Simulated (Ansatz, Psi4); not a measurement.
## Heat of formation of AlClF2 (SMILES [F][Al]([F])[Cl]) from total energies

AlClF2: 4 atoms, total charge 0, spin state singlet. SMILES: `[F][Al]([F])[Cl]`. The coordinates come from a PBE0-D4/def2-TZVP relaxation.

Total energies at MP3/def2-SVPD, 12 core orbitals frozen (Psi4 1.11); the atoms run unrestricted:

| species | state | energy (Eh) |
| --- | --- | --- |
| AlClF2 | singlet | -900.765239 |
| F | doublet | -99.445461 |
| Al | doublet | -241.832125 |
| Cl | doublet | -459.461954 |

Harmonic wavenumbers at PBE0-D4/def2-TZVP, in cm⁻¹: 184, 234, 263, 511, 834, 953.

Measured heats of formation of the gaseous atoms at 298.15 K, in kJ/mol: F 79.4, Al 329.7, Cl 121.3. Spin-orbit lowering of the atoms at 298 K (mean of the ground term's levels less their thermal mean, from spectra), in kJ/mol: F 1.29, Al 0.17, Cl 3.44. Take 1 Eh = 2625.50 kJ/mol, 1 cm⁻¹ = 0.0119627 kJ/mol, RT = 2.479 kJ/mol.

Problem. Work out the heat of formation of the gas at 298 K.

Solution. 
1. Electronic atomisation energy: 2 × (-99.445461) + (-241.832125) + (-459.461954) − (-900.765239) = 0.580238 Eh = 1523.4 kJ/mol.
2. Zero-point energy: half the sum of the wavenumbers, 1489.5 cm⁻¹ = 17.8 kJ/mol.
3. Thermal vibrational enthalpy, Σ hcν̃/(exp(hcν̃/kT) − 1): 5.0 kJ/mol. Translation, rotation and pV of a non-linear molecule: 4 RT = 9.9 kJ/mol.
4. The 4 free atoms carry 5/2 RT each: 24.8 kJ/mol.
5. Spin-orbit coupling lowers the free atoms by 2 × 1.29 + 0.17 + 3.44 = 6.2 kJ/mol.
6. Atomisation enthalpy at 298 K: 1523.4 − 6.2 − 17.8 − 5.0 − 9.9 + 24.8 = 1509.3 kJ/mol.
7. Sum of the atoms' heats of formation: 609.8 kJ/mol. Heat of formation: 609.8 − 1509.3 = -899.5 kJ/mol.

The tabulated value is -999.1 kJ/mol (NIST-JANAF tables), so this level is off by +99.6 kJ/mol, or 6.2 % of the atomisation enthalpy that the table implies (1608.9 kJ/mol). Perturbation theory converges slowly with the basis for atomisation. A double-zeta basis underbinds. Anharmonicity and any spin-orbit splitting of the molecule are left out, and cores are frozen in the wave-function part.
